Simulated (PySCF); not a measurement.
Magnetic shielding above rings: a mixed set.

NICS = −σ at a ghost point: NICS(0) at the centroid of the ring atoms, NICS(1) 1 Å to either side along the normal of their mean plane, zz for the tensor component along that normal. Level: GIAO PBE0/pcSseg-1 (PySCF, non-relativistic, gas phase) on the GFN2-xTB geometries, one conformer each. Atom numbers follow the mapped SMILES.

Question: Order these rings by mean NICS(1)zz, lowest (most negative) first (ppm).
A. ring C2–C3–C4–C5–C6–N10 in `[Cl:1][c:2]1[cH:3][cH:4][cH:5][c:6]2[cH:7][n:8][n:9][n:10]12`
B. ring C3–C4–C5–C6–C7–C8 in `[Cl:1][CH+:2][c:3]1[cH:4][cH:5][cH:6][cH:7][cH:8]1` (charge +1)
C. ring C3–C4–C7 in `[N:1]#[C:2][C:3]1=[C:4]([CH2:5][Cl:6])[C@H:7]1[SiH2:8][Cl:9]`
D. ring P2–O8–C9–C10–O11 in `[O:1]=[P:2]1([O:3][CH:4]2[CH2:5][CH2:6][CH2:7]2)[O:8][CH2:9][CH2:10][O:11]1`
E. ring C3–C4–C5–S6–C7–C8 in `[N:1]#[C:2][c:3]1[cH:4][cH:5][s+:6][cH:7][cH:8]1` (charge +1)
F. ring C2–C3–N4–C6–N7 in `[CH3:1][c:2]1[cH:3][n:4]([CH3:5])[cH:6][n+:7]1[CH3:8]` (charge +1)
G. ring C2–C3–Si4–C5 in `[F:1][C:2]1=[CH:3][SiH2:4][C@@H:5]1[Cl:6]`

Answer: F (-26.3), E (-24.6), A (-21.8), B (-16.9), C (-13.4), D (-5.1), G (-0.2).

```
                    SMILES                                                      ring  NICS(0)  NICS(1)  NICS(1)zz  HOMA  rms pucker (Å)  ring atoms with four or more neighbours
           Cc1cn(C)c[n+]1C       5-membered ring with 2 N; formal bonds all aromatic    -13.2    -10.2      -26.3  0.93            0.00                                        0
            N#Cc1cc[s+]cc1         6-membered ring with S; formal bonds all aromatic     -7.7    -10.5      -24.6  0.94            0.00                                        0
           Clc1cccc2cnnn12         6-membered ring with N; formal bonds all aromatic     -8.0     -9.3      -21.8  0.85            0.00                                        0
           Cl[CH+]c1ccccc1          6-membered carbocycle; formal bonds all aromatic     -2.7     -7.7      -16.9  0.84            0.00                                        0
N#CC1=C(CCl)[C@H]1[SiH2]Cl    3-membered carbocycle; formal bonds 1 double, 2 single    -32.0     -6.5      -13.4     –            0.00                                        1
        O=P1(OC2CCC2)OCCO1   5-membered ring with 2 O and P; formal bonds all single     -8.5     -2.9       -5.1     –            0.12                                        3
      FC1=C[SiH2][C@@H]1Cl  4-membered ring with Si; formal bonds 1 double, 3 single     -5.6     -3.7       -0.2     –            0.00                                        2
```

NICS(0) gives another order. The isotropic NICS(1) gives another order. Over the 4 rings with a HOMA value its correlation coefficient with NICS(1)zz is -0.88. HOMA uses Krygowski's 1993 parameters; it is left out where a ring has a four-coordinate atom, a triple bond, no multiple bond or a kind of bond without parameters. NICS(1) and NICS(1)zz are means over the two faces.
